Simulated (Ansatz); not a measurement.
Steps of a relaxation of FH5O2SiSn (`[OH][SnH]([F])[O][SiH3]`) with RKS PBE0-D4/def2-TZVP.

```sh
$ ansatz run in.yaml --threads 4 --pin off --events-out ev --progress --plain --max-ram 10444MiB
```

```yaml
crystal:
  periodic: [false, false, false]
  atoms:
    - {symbol: O, position_ang: [-1.207201, -1.254558, 1.324966]}
    - {symbol: Sn, position_ang: [0.644807, -1.339732, 0.599510]}
    - {symbol: F, position_ang: [0.607406, -2.550769, -0.934482]}
    - {symbol: O, position_ang: [1.082388, 0.437729, -0.183346]}
    - {symbol: Si, position_ang: [-0.001283, 1.630075, -0.669646]}
    - {symbol: H, position_ang: [-1.842282, -1.140260, 0.589369]}
    - {symbol: H, position_ang: [1.792289, -1.832402, 1.763730]}
    - {symbol: H, position_ang: [-1.281583, 1.025619, -1.199617]}
    - {symbol: H, position_ang: [-0.356636, 2.541828, 0.474931]}
    - {symbol: H, position_ang: [0.645296, 2.431270, -1.762415]}
basis:
  gaussian: {orbitals: def2-TZVP}
hamiltonian: {xc: pbe0, dispersion: d4}
relax: {f_tol: 0.005, max_steps: 150}
```

Positions (Å) and forces (eV/Å) along the path, 13 of 24 steps:

```xyz
10
step=1 energy=-20597.3228 eV
O    -1.207   -1.255    1.325    0.493    0.027   -1.046
Sn    0.645   -1.340    0.600   -0.453    0.344   -0.534
F     0.607   -2.551   -0.934   -0.001    0.648    0.821
O     1.082    0.438   -0.183   -1.015   -0.200    0.117
Si   -0.001    1.630   -0.670    0.471   -0.453    0.151
H    -1.842   -1.140    0.589    0.436   -0.103    0.612
H     1.792   -1.832    1.764   -0.233    0.079   -0.273
H    -1.282    1.026   -1.200    0.315    0.090    0.147
H    -0.357    2.542    0.475    0.106   -0.240   -0.241
H     0.645    2.431   -1.762   -0.120   -0.193    0.246
10
step=2 energy=-20597.4424 eV
O    -1.181   -1.235    1.300   -0.171    0.023   -0.371
Sn    0.631   -1.298    0.602   -0.067    0.020   -0.137
F     0.580   -2.484   -0.897   -0.026    0.036    0.017
O     1.060    0.428   -0.169   -0.514    0.420   -0.160
Si    0.003    1.615   -0.667    0.403   -0.372    0.164
H    -1.829   -1.184    0.582    0.167   -0.027    0.319
H     1.766   -1.809    1.712    0.157   -0.062    0.168
H    -1.262    1.005   -1.181    0.075    0.037    0.016
H    -0.342    2.513    0.471    0.021   -0.032   -0.071
H     0.657    2.398   -1.749   -0.046   -0.041    0.055
10
step=5 energy=-20597.4653 eV
O    -1.179   -1.349    1.349    0.006    0.007    0.009
Sn    0.611   -1.313    0.608    0.038   -0.005    0.013
F     0.561   -2.451   -0.926   -0.002    0.010   -0.003
O     0.964    0.446   -0.116   -0.030   -0.011    0.007
Si    0.018    1.657   -0.689    0.001    0.020    0.019
H    -1.872   -1.348    0.683    0.009   -0.007   -0.004
H     1.807   -1.793    1.694   -0.037    0.009   -0.023
H    -1.254    1.118   -1.250    0.007   -0.016   -0.021
H    -0.334    2.604    0.402    0.022    0.008   -0.007
H     0.760    2.379   -1.753   -0.015   -0.014    0.010
10
step=6 energy=-20597.4660 eV
O    -1.177   -1.382    1.367   -0.008   -0.002    0.001
Sn    0.607   -1.318    0.611   -0.027    0.037   -0.032
F     0.557   -2.434   -0.939    0.000    0.011    0.013
O     0.933    0.454   -0.092    0.002   -0.035    0.043
Si    0.016    1.672   -0.690    0.024    0.030   -0.068
H    -1.877   -1.409    0.709    0.025   -0.004   -0.001
H     1.808   -1.795    1.688    0.005   -0.004   -0.002
H    -1.251    1.146   -1.275    0.000    0.010    0.039
H    -0.316    2.651    0.381   -0.011   -0.032   -0.015
H     0.783    2.364   -1.758   -0.010   -0.011    0.022
10
step=7 energy=-20597.4668 eV
O    -1.178   -1.393    1.373   -0.015    0.001   -0.003
Sn    0.603   -1.315    0.613   -0.011    0.017   -0.016
F     0.553   -2.423   -0.943   -0.004    0.006    0.002
O     0.928    0.459   -0.081    0.012   -0.015    0.024
Si    0.021    1.677   -0.695   -0.015    0.014   -0.016
H    -1.878   -1.433    0.715    0.016   -0.002    0.001
H     1.806   -1.795    1.685    0.011   -0.003    0.002
H    -1.252    1.154   -1.268    0.011    0.005    0.005
H    -0.315    2.661    0.370    0.006   -0.010   -0.011
H     0.794    2.358   -1.764   -0.012   -0.013    0.012
10
step=8 energy=-20597.4672 eV
O    -1.182   -1.400    1.373   -0.011    0.003    0.001
Sn    0.600   -1.313    0.617    0.001   -0.006   -0.005
F     0.548   -2.409   -0.947   -0.005   -0.003   -0.007
O     0.925    0.465   -0.065    0.009    0.020    0.007
Si    0.023    1.679   -0.695   -0.017   -0.005    0.008
H    -1.877   -1.452    0.712    0.009   -0.001    0.001
H     1.810   -1.796    1.680    0.002   -0.003    0.005
H    -1.253    1.154   -1.260    0.007   -0.001   -0.005
H    -0.310    2.674    0.359    0.008    0.002   -0.005
H     0.798    2.345   -1.772   -0.004   -0.006    0.000
10
step=9 energy=-20597.4681 eV
O    -1.187   -1.416    1.376   -0.041   -0.003   -0.036
Sn    0.595   -1.306    0.623    0.002   -0.034    0.006
F     0.534   -2.369   -0.963    0.001   -0.002   -0.006
O     0.916    0.485   -0.017    0.007    0.062   -0.017
Si    0.027    1.686   -0.693   -0.009   -0.028    0.043
H    -1.873   -1.503    0.706    0.032    0.005    0.040
H     1.812   -1.806    1.672   -0.003   -0.002    0.001
H    -1.253    1.153   -1.238   -0.001   -0.005   -0.015
H    -0.295    2.718    0.328    0.010    0.008   -0.007
H     0.807    2.307   -1.792    0.002    0.000   -0.009
10
step=11 energy=-20597.4691 eV
O    -1.194   -1.430    1.372   -0.052   -0.012   -0.077
Sn    0.592   -1.297    0.629    0.008   -0.024   -0.007
F     0.527   -2.313   -0.990    0.003    0.013    0.016
O     0.916    0.515    0.048   -0.026    0.045   -0.020
Si    0.029    1.687   -0.684    0.030   -0.016    0.033
H    -1.869   -1.538    0.694    0.052    0.014    0.073
H     1.809   -1.828    1.664   -0.010    0.002   -0.006
H    -1.255    1.133   -1.200   -0.002   -0.002   -0.003
H    -0.278    2.769    0.288    0.004   -0.011   -0.016
H     0.805    2.251   -1.818   -0.008   -0.008    0.007
10
step=15 energy=-20597.4705 eV
O    -1.191   -1.493    1.359   -0.007   -0.001   -0.030
Sn    0.596   -1.296    0.634    0.000   -0.002   -0.027
F     0.567   -2.219   -1.042   -0.001    0.013    0.025
O     0.899    0.550    0.147   -0.057    0.048   -0.041
Si    0.025    1.675   -0.671    0.054   -0.018    0.051
H    -1.876   -1.470    0.684    0.018    0.001    0.024
H     1.804   -1.870    1.654   -0.004    0.001    0.003
H    -1.269    1.096   -1.134    0.000    0.001   -0.003
H    -0.264    2.829    0.223    0.011   -0.030   -0.025
H     0.793    2.148   -1.852   -0.016   -0.013    0.023
10
step=16 energy=-20597.4710 eV
O    -1.188   -1.517    1.354    0.000   -0.003    0.010
Sn    0.598   -1.300    0.633   -0.025    0.001   -0.004
F     0.582   -2.215   -1.045    0.006    0.003   -0.004
O     0.881    0.551    0.156    0.013   -0.016    0.012
Si    0.022    1.677   -0.670   -0.008    0.008   -0.008
H    -1.880   -1.460    0.689    0.017    0.001   -0.002
H     1.805   -1.869    1.656   -0.003    0.004    0.000
H    -1.279    1.110   -1.129    0.001    0.004    0.000
H    -0.251    2.841    0.213    0.001   -0.001   -0.001
H     0.794    2.131   -1.854   -0.002   -0.001   -0.002
10
step=21 energy=-20597.4716 eV
O    -1.192   -1.597    1.330    0.006    0.006   -0.013
Sn    0.594   -1.299    0.640   -0.009   -0.005    0.000
F     0.632   -2.148   -1.074    0.001    0.004    0.004
O     0.834    0.575    0.231   -0.003    0.005   -0.003
Si    0.016    1.682   -0.660    0.004    0.008   -0.005
H    -1.880   -1.472    0.670    0.001   -0.003    0.008
H     1.799   -1.873    1.662    0.000    0.001    0.000
H    -1.321    1.151   -1.055    0.005    0.005    0.004
H    -0.177    2.913    0.150    0.003   -0.018   -0.012
H     0.778    2.017   -1.891   -0.009   -0.003    0.017
10
step=22 energy=-20597.4717 eV
O    -1.193   -1.601    1.326    0.007    0.000   -0.003
Sn    0.594   -1.299    0.640   -0.004    0.001   -0.002
F     0.638   -2.139   -1.077   -0.001    0.001    0.004
O     0.830    0.577    0.239   -0.004    0.005   -0.006
Si    0.016    1.682   -0.659    0.005    0.014    0.006
H    -1.881   -1.478    0.666   -0.002    0.000    0.000
H     1.797   -1.873    1.664   -0.001   -0.001    0.000
H    -1.327    1.156   -1.042    0.008    0.002   -0.002
H    -0.166    2.920    0.142    0.002   -0.014   -0.009
H     0.774    2.003   -1.896   -0.011   -0.007    0.012
10
step=24 energy=-20597.4717 eV
O    -1.193   -1.602    1.324   -0.001    0.001    0.001
Sn    0.594   -1.297    0.640    0.002   -0.002    0.001
F     0.639   -2.139   -1.076    0.000    0.002   -0.001
O     0.831    0.579    0.239   -0.004    0.001   -0.003
Si    0.016    1.683   -0.658    0.003   -0.001    0.001
H    -1.881   -1.481    0.664   -0.001    0.000    0.000
H     1.796   -1.873    1.665    0.001    0.001    0.001
H    -1.327    1.157   -1.040    0.000    0.000    0.000
H    -0.163    2.922    0.141   -0.001   -0.001    0.000
H     0.772    2.001   -1.896   -0.001   -0.001    0.000
```

Hardware: 4 threads of an Arm Neoverse V1 on a shared host. Wall time 100 s, peak host memory 0.62 GiB.
